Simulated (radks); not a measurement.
The numbers below are computed, except where a source is named.
Eu LVIII, configuration [He] 2s2 2p2.

Level of theory: non-relativistic Kohn-Sham, TPSS, spin-polarised, spherical densities, point nucleus; open shells are filled with parallel spins first (spin-orbit coupling, left out, can overturn this in heavy ions); meta-GGA in the generalised Kohn-Sham scheme; relativity is left out, which matters for an element this heavy (a radial shooting solver on a logarithmic mesh with Libxc functionals).

Energy parts (eV):
| part | energy |
|---|---|
| total | -156501.65 |
| kinetic | 156496.48 |
| electron-nucleus | -318415.21 |
| Hartree | 7286.51 |
| exchange-correlation | -1869.43 |

Orbitals (lengths in bohr, moments of r in powers of bohr):
orbital,occ.,eigenvalue (eV),<r>
1s up,1,-51123.38,0.02402
1s down,1,-51088.38,0.02400
2s up,1,-12008.21,0.09841
2s down,1,-11952.23,0.09865
2p up,2,-11815.28,0.08292
2p down,0,-11741.19,0.08319

The highest occupied level is 2p up at -11815.3 eV. For comparison, the ionisation energy in NIST's Atomic Spectra Database is 12718 eV (theoretical). In exact Kohn-Sham theory the highest level is minus the ionisation energy, but local and semilocal functionals leave it too shallow, through self-interaction and a potential that decays too fast; potentials with the right tail come closer. Summed over all electrons, <r^2> = 0.04076 bohr^2, which gives a Langevin (diamagnetic) susceptibility term of -0.0323 x 10^-6 cm^3/mol. Spin moment in Bohr magnetons: 2. The spin density at the nucleus is 11.99 e/bohr^3 (1s -69.47, 2s 81.47). Virial ratio -V/T = 2.00003.
